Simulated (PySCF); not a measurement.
C3H6BrF, SMILES CC[C@H](F)Br.

The structure is a stationary point at B3LYP-D3(BJ)/def2-SVP. The structure was generated by enumeration; whether it is a known compound was not checked. The values are those of a single conformer.

Two levels are set side by side: TDA-PBE/def2-SVPD (PySCF) and TDA-PBE0/def2-SVPD (PySCF). Vertical, same geometry. The lowest singlet is HOMO→LUMO 99 % with PBE and HOMO→LUMO 98 % with the other functional; states are paired by order. Differences are taken from unrounded values.

```json
[
 {"quantity": "lowest singlet excitation (eV)", "TDA-PBE0": "6.07"},
 {"quantity": "lowest triplet excitation (TDA) (eV)", "TDA-PBE0": "5.37"},
 {"quantity": "first bright state (f over 0.05) (eV)", "TDA-PBE0": "7.61"},
 {"quantity": "its oscillator strength", "TDA-PBE0": "0.05"}
]
```

### Question
What does TDA-PBE give, and how far is it from TDA-PBE0? (An estimate is asked for; the answer gives what the named calculation found.)

### Answer

| quantity | TDA-PBE | TDA-PBE minus TDA-PBE0 |
|---|---|---|
| lowest singlet excitation (eV) | 5.73 | -0.34 |
| lowest triplet excitation (TDA) (eV) | 5.09 | -0.27 |
| first bright state (f over 0.05) (eV) | 7.50 | -0.11 |
| its oscillator strength | 0.05 | 0.00 |

Functionals without exact exchange tend to place singlet excitations lower, as here. Differences between two approximate levels are no errors against the true value.

Rough cost on one machine, each run with all the roots and properties that it gave: TDA-PBE0 against TDA-PBE about 3 times.
